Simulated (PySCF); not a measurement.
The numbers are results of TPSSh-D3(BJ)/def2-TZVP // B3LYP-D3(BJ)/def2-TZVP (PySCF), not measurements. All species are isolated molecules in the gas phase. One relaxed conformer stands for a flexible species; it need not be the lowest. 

Reference species (SMILES): `C=CN(C)C` (C–C–N–C torsion 6°) (neutral, multiplicity 1).

```yaml
S1 oscillator strength: 0.050
HOMO: -4.99 eV
```

Changed species: `C[S@](C=C)=O` (C–C–S–O torsion 8°) (X = methylsulfinyl; the reference has X = dimethylamino).

Q: What does the change do to the S1 oscillator strength and HOMO?

A: the S1 oscillator strength rises by 0.013, to 0.063; the HOMO falls by 1.03 eV, to -6.02 eV.
